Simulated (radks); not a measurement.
The numbers below are computed, except where a source is named.
Coulomb parameter of the 4f shell of the promethium ion Pm+ in the model configuration [Xe] 4f4 5d1 6s1, as a second difference U = [E(n + 0.5) + E(n - 0.5) - 2 E(n)] / (0.5)^2 with all orbitals relaxed. "Bare": the charge of the atom changes with n. "Screened": the 5d shell takes up the change at fixed total charge, which measures U(4f,4f) + U(5d,5d) - 2 U(4f,5d). Level of theory: Dirac Kohn-Sham, BLYP, spin-unpolarised, spherical densities, finite nucleus; open shells are shared between the two j in proportion to 2j + 1; Fermi nuclear charge, rms radius 4.962 fm (a radial shooting solver on a logarithmic mesh with Libxc functionals).

case,configuration,E - E(n) (eV)
start,[Xe] 4f4 5d1 6s1,0.000
bare +0.5,[Xe] 4f4.5 5d1 6s1,-4.927
bare -0.5,[Xe] 4f3.5 5d1 6s1,8.635
screened +0.5,[Xe] 4f4.5 5d0.5 6s1,-1.913
screened -0.5,[Xe] 4f3.5 5d1.5 6s1,3.099

U(bare) = 14.831 eV, U(screened by 5d) = 4.741 eV, against the Slater integral F0(4f,4f) = 26.450 eV with frozen orbitals.
